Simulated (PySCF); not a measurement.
Calculation: PySCF with PBE-D3(BJ)/def2-TZVP // B3LYP-D3(BJ)/def2-TZVP. Gas-phase values, no solvent. One relaxed conformer stands for a flexible species; it need not be the lowest. Excitations are Tamm–Dancoff values on a coarser integration grid. The basis has no diffuse functions, so Rydberg states are missing or too high.

Reference species (SMILES): `[OH][Ga]([Br])[Br]` (H–O–Ga–Br torsion 180°) (neutral, multiplicity 1).

- S1 excitation (TDA) = 4.81 eV
- HOMO = -7.42 eV

Changed species: `[Br][Ga]([Br])[Br]` (0 of 3 Br replaced by OH; the reference has 1 of 3 Br replaced by OH).

Problem. Give the shifts of the S1 excitation (TDA) and HOMO.

Solution. the S1 excitation (TDA) falls by 0.48 eV, to 4.33 eV; the HOMO is nearly the same.
